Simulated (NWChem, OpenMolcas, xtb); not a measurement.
**A ladder of methods for SiNHF3 (SMILES [NH][Si](F)(F)F)**

SiNHF3 has 6 atoms, charge 0, and is taken as a doublet. As SMILES, `[NH][Si](F)(F)F`. The shape is that of a PBE0-D4/def2-TZVP optimisation.

Quantity: the vertical ionisation energy (to the singlet cation), in eV. The values are calculated.

| level | kind | program | value (eV) | less CCSD(T)/6-31G* |
| --- | --- | --- | --- | --- |
| GFN2-xTB | semi-empirical | xtb | 17.03 | +4.19 |
| UHF/6-31G* (spherical functions) | Hartree–Fock | NWChem | 12.82 | -0.02 |
| USVWN5/6-31G* (spherical functions) | LDA | OpenMolcas | 12.57 | -0.27 |
| U-revPBE/6-31G* (spherical functions) | GGA | OpenMolcas | 12.41 | -0.43 |
| U-r2SCAN/6-31G* (spherical functions) | meta-GGA | OpenMolcas | 13.03 | +0.19 |
| UB3LYP/6-31G* (spherical functions) | global hybrid | OpenMolcas | 12.99 | +0.15 |
| UMP2/6-31G* (spherical functions) | perturbation theory | NWChem | 13.18 | +0.34 |
| ROCCSD(T)/6-31G* (spherical functions) | coupled cluster or CI | OpenMolcas | 12.84 | 0.00 |

ROCCSD(T)/6-31G* (spherical functions) is the highest level here, not the true value. The values span 12.41 to 17.03 eV. The xTB values lack the empirical shift that such differences need.
